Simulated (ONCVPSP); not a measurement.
## Transferability test, ONCV potential for hafnium

hafnium, optimised norm-conserving Vanderbilt (ONCV), made with ONCVPSP 4.0.1 (LDA (Perdew-Zunger), scalar-relativistic). Core [Kr] 4d10 4f14, reference 5s2 5p6 5d2.5 6s1.5. Waves: 5s+6s: rc 2.15 bohr, ncon 5, nbas 8, qcut 5.4 1/bohr, 3 projectors, debl 3 Ha; 5p: rc 1.60 bohr, ncon 4, nbas 8, qcut 9.3 1/bohr, 2 projectors, debl 3.1 Ha; 5d: rc 2.15 bohr, ncon 5, nbas 8, qcut 5 1/bohr, 2 projectors, debl 1.7 Ha. Local part: polynomial inside 1.20 bohr (lpopt 5, dvloc0 0 Ha). Core correction: none.

Energies are relative to the spin-unpolarised reference configuration 5s2 5p6 5d2.5 6s1.5; without spin polarisation the order of configurations can differ from experiment.

```csv
valence configuration,charge,ΔE all-electron (eV),error AE − PS (meV)
5s2 5p6 5d2 6s2,0,-1.248,+1.3
5s2 5p6 5d2 6s1,+1,6.950,-1.1
5s2 5p6 5d2 6s0,+2,21.453,-0.1
5s2 5p6 5d2 6s1.5,+0.5,2.101,+0.1
```
